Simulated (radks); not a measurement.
Problem. Mg10+, configuration [He]. Method: scalar-relativistic Kohn-Sham, LDA (Slater exchange, Perdew-Wang correlation), spin-polarised, spherical densities, point nucleus; computed with a radial shooting solver on a logarithmic mesh with Libxc functionals. Some entries of the table are withheld. Estimate them.

| orbital | occ. | eigenvalue (eV) | r(max) (bohr) | <r> (bohr) |
|---|---|---|---|---|
| 1s | 2 | -1681.922 | (1) | (2) |
| 2s | 0 | (3) | (4) | 0.5460 |
| 2p | 0 | (5) | 0.3723 | (6) |

Solution. 
(1) 1s r(max) (bohr): 0.08500
(2) 1s <r> (bohr): 0.1294
(3) 2s eigenvalue (eV): -376.7846
(4) 2s r(max) (bohr): 0.4701
(5) 2p eigenvalue (eV): -361.6418
(6) 2p <r> (bohr): 0.4695
